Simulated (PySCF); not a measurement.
B(Cl)(GeH3)2 (BClGe2H6), SMILES Cl[B]([GeH3])[GeH3]. Atoms are numbered in the order given.

```xyz
10

B     -0.3923    -0.2244     0.0005
Cl    -1.9218    -1.0895    -0.0061
Ge    -0.2459     1.5379    -1.0916
H      0.1970     1.1782    -2.5306
H     -1.5890     2.2929    -1.1851
H      0.8238     2.4874    -0.5085
Ge     1.1945    -1.0003     1.0948
H      1.2095    -0.3072     2.4790
H      1.0835    -2.5223     1.3246
H      2.5497    -0.6916     0.4201
```

Coordinates come from a B3LYP-D3(BJ)/def2-SVP optimisation. This is a generated structure with no PubChem entry under its InChIKey; it may be hypothetical.

The numbers are results of HF/def2-TZVP (PySCF), not measurements.

The molecule is in vacuum.

Computed frontier levels, gap, dipole moment and polarisability:
| Property | Result |
|---|---|
| highest occupied level | -10.06 eV |
| lowest empty level | 0.94 eV |
| orbital gap | 11.00 eV |
| dipole moment | 0.29 D |
| quadrupole, principal values (traceless, Buckingham form, about the centre of nuclear charge) | -1.90, -1.74, 3.64 D·Å |
| mean static polarisability | 85.3 bohr³ (12.64 Å³) |
| polarisability, principal values | 70.3, 90.2, 95.2 bohr³ |
